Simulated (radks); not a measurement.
Radial electron density D(r) = 4 pi r^2 rho(r) of an atom or ion with 2 electrons. All-electron calculation, non-relativistic Kohn-Sham, r2SCAN, spin-polarised, spherical densities, point nucleus; meta-GGA in the generalised Kohn-Sham scheme. Program: a radial shooting solver on a logarithmic mesh with Libxc functionals.

r (bohr),D(r) (e/bohr)
0.01363,0.07250
0.01587,0.09652
0.01848,0.1281
0.02169,0.1720
0.02525,0.2265
0.02963,0.3013
0.03449,0.3928
0.04015,0.5089
0.04712,0.6631
0.05485,0.8451
0.06386,1.067
0.07494,1.346
0.08724,1.655
0.1016,2.004
0.1192,2.404
0.1387,2.798
0.1628,3.197
0.1895,3.527
0.2207,3.768
0.259,3.882
0.3015,3.824
0.3509,3.588
0.4118,3.159
0.4794,2.619
0.5582,2.016
0.655,1.395
0.7625,0.8874
0.8948,0.4861
1.042,0.2389
1.213,0.1003
1.423,0.03307
1.657,0.009277

What is the nuclear charge?

Answer. Z = 4. The innermost maximum, from 1s, lies near 1/Z = 0.25 bohr (found: 0.265), and its height grows with Z. The density is that of the beryllium ion Be2+ in [He]; the configuration itself is not fixed sharply by these data. D(r) has 1 maximum, at r = 0.265 bohr.
